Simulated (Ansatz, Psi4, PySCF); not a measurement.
C5H12, triplet, at the geometry of the source list (a higher spin typed on purpose: for a closed-shell molecule this is an excited state) (in this run its highest filled SCF level lies above zero, so its values depend strongly on the basis, on diffuse functions most of all). Base run: PySCF with CCSD(T)/STO-3G.

PySCF was given this input:
```python
from pyscf import gto, scf, cc

mol = gto.Mole()
mol.atom = '''
    C    -0.34720000   -0.45630000    1.41800000
    C     0.00000000   -0.00000000   -0.00000000
    C     0.13620000    1.52320000   -0.02650000
    C    -1.11060000   -0.42940000   -0.96000000
    C     1.32160000   -0.63760000   -0.43150000
    H    -1.28560000   -0.01290000    1.74410000
    H    -0.44850000   -1.53870000    1.45810000
    H     0.43180000   -0.16000000    2.11730000
    H     0.38330000    1.86840000   -1.02820000
    H    -0.79500000    1.99640000    0.27780000
    H     0.92240000    1.84940000    0.65100000
    H    -2.06060000    0.01440000   -0.66980000
    H    -1.22350000   -1.51140000   -0.95580000
    H    -0.88220000   -0.11370000   -1.97580000
    H     1.24540000   -1.72280000   -0.41930000
    H     2.12580000   -0.34400000    0.23980000
    H     1.58670000   -0.32500000   -1.43930000
'''
mol.basis = 'sto-3g'
mol.spin = 2
mol.verbose = 4
mol.build()

mf = scf.UHF(mol)
mf.kernel()

mycc = cc.CCSD(mf)
mycc.kernel()
et = mycc.ccsd_t()
print('E(CCSD(T)) = %.10f' % (mycc.e_tot + et))
```

The same geometry, method and basis name were run in Ansatz (a first-principles code) and Psi4 and PySCF, at each program's defaults and at the settings that a row names. The base is PySCF at its defaults. Differences at the defaults can come from grids, fitting, cores and function types together.

```tsv
code and settings	ΔE vs base (µEh)	basis functions	E (Eh)	SCF cycles
PySCF, defaults (exact integrals, spherical functions, all electrons correlated)	0.0	37	-193.86543	16
Psi4, defaults (exact integrals, spherical functions, all electrons correlated)	-0.7	37	-193.86543	21
Ansatz, defaults (factorised integrals, spherical functions, frozen core)	2170	37	-193.86326	-
PySCF, frozen core	2137	37	-193.86329	16
Psi4, exact integrals, spherical functions, frozen core	2137	37	-193.86329	21
Ansatz, high accuracy, frozen core	2137	37	-193.86329	-
```

Open shells are given as the SCF converged; they aren't shown to be the lowest states, and a large step between rows can be another state.
